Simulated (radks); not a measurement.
The table gives one normalised radial function P(r) = r R(r) of Ta16+ in [Kr] 4d10 4f11 (r in bohr). Method: scalar-relativistic Kohn-Sham, r2SCAN, spin-polarised, spherical densities, finite nucleus; open shells are filled with parallel spins first (spin-orbit coupling, left out, can overturn this in heavy ions); meta-GGA in the generalised Kohn-Sham scheme; Fermi nuclear charge, rms radius 5.3507 fm; computed with a radial shooting solver on a logarithmic mesh with Libxc functionals.

r         P
0.001005   0.0043
0.001298   0.0067
0.001663   0.0101
0.002131   0.0153
0.002753   0.0234
0.003528   0.0353
0.004557   0.0536
0.005839   0.0799
0.007543   0.1192
0.009666   0.1730
0.01239    0.2459
0.016      0.3429
0.0205     0.4543
0.02649    0.5725
0.03394    0.6594
0.04384    0.6677
0.05618    0.5343
0.072      0.2168
0.093     -0.2763
0.1192    -0.7608
0.154     -0.9814
0.1973    -0.6695
0.2548     0.1858
0.3266     1.1377
0.4185     1.6644
0.5406     1.5093
0.6927     0.9445
0.8948     0.3916
1.147      0.1065
1.481      0.0157
1.898      0.0012

Which n and l does it have? It may be an empty orbital.

Answer. n = 4, l = 1: the number of nodes gives n - l - 1 = 2, the rise at small r (about r^(l+1), flatter next to the nucleus through relativity) gives l, and the extent must fit the shell. The curve is that of 4p down; the table hardly tells the two spins apart. 4p down: eigenvalue -752.06 eV, 2 radial nodes at r = 0.0812, 0.243 bohr, <r> = 0.481 bohr, 90 % of the charge inside 0.696 bohr.
